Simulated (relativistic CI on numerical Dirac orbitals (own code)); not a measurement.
Method of calculation: Dirac-Coulomb-Breit CI, KLI orbitals optimised for each configuration, model QED, unscaled Slater integrals (own radial code, finite nucleus).

CI space (outside the closed core 1s2): 2s2, 2s 2p, 2p2, 2p 3s, 2p 3p, 2s 3s, 2s 3p, 2s 3d, 2s 4s, 2s 4p, 2s 4d, 2s 4f, 2s 5s, 2s 5p, 2s 5d, 2s 5f, 2s 5g, 3s2, 3s 3p, 3p2. Levels of other configurations are missing.

At this charge configurations can still be misplaced by up to about 7 % of their energy. 11 of the 11 excited levels that our extract of the measured tables holds in this range could be paired (the sources list more); they are missed by 4374 cm⁻¹ on average and 18417 at most, and levels without a partner can miss by more.

Outline of the computed level scheme of Ne VII. Lowest level of each configuration: 2s2 1S_0 at 0.000 eV; 2s 2p 3P°_0 at 13.937 eV; 2p2 3P_0 at 36.203 eV; 2s 3s 3S_1 at 121.122 eV; 2s 3p 1P°_1 at 127.391 eV; 2s 3d 3D_1 at 130.728 eV; 2p 3s 3P°_0 at 139.021 eV; 2p 3p 1P_1 at 142.425 eV; 2s 4s 3S_1 at 160.997 eV.

Some strong electric-dipole decays among the lowest 36 levels: 2s 3d 3D_3 → 2s 2p 3P°_2 (2.5e+11 s⁻¹); 2s 3d 3D_2 → 2s 2p 3P°_1 (1.9e+11 s⁻¹); 2s 3d 1D_2 → 2s 2p 1P°_1 (1.7e+11 s⁻¹); 2s 3d 3D_1 → 2s 2p 3P°_0 (1.4e+11 s⁻¹); 2s 3p 1P°_1 → 2s2 1S_0 (1.2e+11 s⁻¹); 2p 3p 1D_2 → 2s 2p 1P°_1 (1.0e+11 s⁻¹); 2s 3d 3D_1 → 2s 2p 3P°_1 (1.0e+11 s⁻¹); 2p 3p 3P_0 → 2s 2p 3P°_1 (6.8e+10 s⁻¹).
